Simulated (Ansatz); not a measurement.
`O[SiH](F)I` + `C[SiH](O)O` → `C[Si@H](O)O[Si@@H](O)F` + HI  (ligand exchange at the Si–I bond)

Program: Ansatz. Geometries: PBE0-D4/def2-TZVP. ΔE: electronic, gas phase. CBS: MP2 limit from def2 TZ/QZ plus the TZ coupled-cluster correction, frozen cores. Functionals use def2-TZVPP. B3LYP here is the variant with VWN-RPA as its local correlation; programs differ in this. def2 core potentials past Kr. For I outer-core shells are correlated without core-valence functions, which leaves a few kJ/mol of doubt a bond. Each species was taken in one conformer, which may not be the lowest.

`O[SiH](F)I`:

```xyz
6

O     1.165   -0.622   -0.250
Si   -0.157    0.313   -0.195
F    -1.291   -0.244   -1.157
I    -1.108    0.360    2.039
H     1.168   -1.464    0.209
H     0.224    1.657   -0.645
```

`C[SiH](O)O`:

Z-matrix (Å, degrees):
```
C
Si 1 1.852
H 1 1.093 2 111.0
H 1 1.093 2 110.6 3 119.4
H 1 1.092 2 110.8 3 -120.4
O 2 1.647 1 105.2 3 -58.4
O 2 1.646 1 112.8 3 64.2
H 2 1.484 1 113.0 3 -179.4
H 6 0.958 2 117.2 1 -175.7
H 7 0.958 2 117.6 1 -54.3
```

`C[Si@H](O)O[Si@@H](O)F`:

Cartesian coordinates in Å:
```
C 1.877 -0.086 -1.090
Si 0.913 -0.214 0.478
O 0.102 -1.661 0.464
O -0.194 0.994 0.556
Si -1.801 1.098 0.330
O -2.356 -0.178 -0.508
F -2.474 1.151 1.771
H 2.354 0.893 -1.170
H 1.217 -0.215 -1.952
H 2.652 -0.854 -1.136
H 1.757 -0.140 1.696
H 0.001 -2.113 1.303
H -2.163 2.334 -0.373
H -1.884 -1.007 -0.368
```

HI:

Cartesian coordinates in Å:
```
I -0.048 -0.385 0.705
H 0.048 0.385 -0.705
```

| level | ΔE (kJ/mol) | difference from CCSD(T)/CBS |
| --- | --- | --- |
| PBE-D4 | -42.2 | 13.7 |
| r2SCAN-D4 | -54.7 | 1.2 |
| B3LYP-D4 | -60.5 | -4.6 |
| ωB97X-V | -57.9 | -2.0 |
| ωB97M-V | -58.2 | -2.3 |
| B2PLYP | -57.4 | -1.5 |
| PBE | -38.3 | 17.6 |
| B3LYP | -54.9 | 1.0 |
| HF/def2-TZVPP | -68.2 | -12.3 |
| SCS-MP2/def2-TZVPP | -60.3 | -4.4 |
| CCSD/def2-TZVPP | -66.3 | -10.4 |
| CCSD(T)/def2-TZVPP | -64.5 | -8.6 |
| MP2/def2-QZVPP | -50.7 | 5.2 |
| SCS-MP2/def2-QZVPP | -56.1 | -0.2 |
| HF/CBS(def2) | -69.7 | -13.8 |
| CCSD/CBS(def2) | -57.7 | -1.8 |
| CCSD(T)/CBS | -55.9 | 0 |

Largest T1 diagnostic among the species: 0.012.

In def2-TZVPP, CCSD(T) changes the Hartree–Fock value by +3.7 kJ/mol (the triples alone add +1.8 kJ/mol) and MP2 by +13.0 kJ/mol. From PBE to PBE0 (25 % exact exchange), in def2-TZVPP and without D4, ΔE moves by −6.0 kJ/mol.
